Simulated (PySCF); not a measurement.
Run record: geometry optimisation, `N#[C][SnH3]` (Sn(CN)H3).

Method: PBE0-D3(BJ)/def2-SVP geometry optimisation, gas phase, def2 core potentials past Kr (PySCF 2.14.0). Start geometry: GFN2-xTB. The input is one job of a driver script: a line of settings, then coordinates in Å.

Input:
```
{"job": {"xc": "PBE0", "basis": "def2-SVP", "d3": "d3bj", "grid": 1, "maxiter": 40, "kind": "geom"}, "charge": 0, "multiplicity": 1}
Sn    -0.010460    -0.006080    -0.642850
C      0.020990     0.015810     1.442250
N      0.043070     0.024080     2.584360
H      1.562680    -0.004980    -1.151110
H     -0.812930     1.354320    -1.132680
H     -0.803360    -1.383140    -1.099970
```

Problem. Give the output.

Solution. 
```
step   0  E = -308.72424145  max force = 0.045475
step   1  E = -308.72711697  max force = 0.005426
step   2  E = -308.72751262  max force = 0.000967
step   3  E = -308.72752001  max force = 0.000207
optimisation converged
```

Energies in Eh; «max force» is the largest Cartesian gradient component in Eh/bohr.

Problem. Give the first gradient maximum in eV/Å.

Solution. With 1 Eh/bohr = 51.422 eV/Å, 2.338 eV/Å.

Problem. How much energy does the optimisation release, in eV?

Solution. E(step 0) − E(last step) = 0.003279 Eh, which is 0.089 eV.

Main results: final energy -308.72752 Eh after 3 steps; dipole 4.16 D.

Problem. Estimate the wall time. Hardware: one thread, Arm Neoverse V1 (shared host).

Solution. About 7.5 s.
Labels such as C1 count atoms from 1, the log's own numbers from 0.
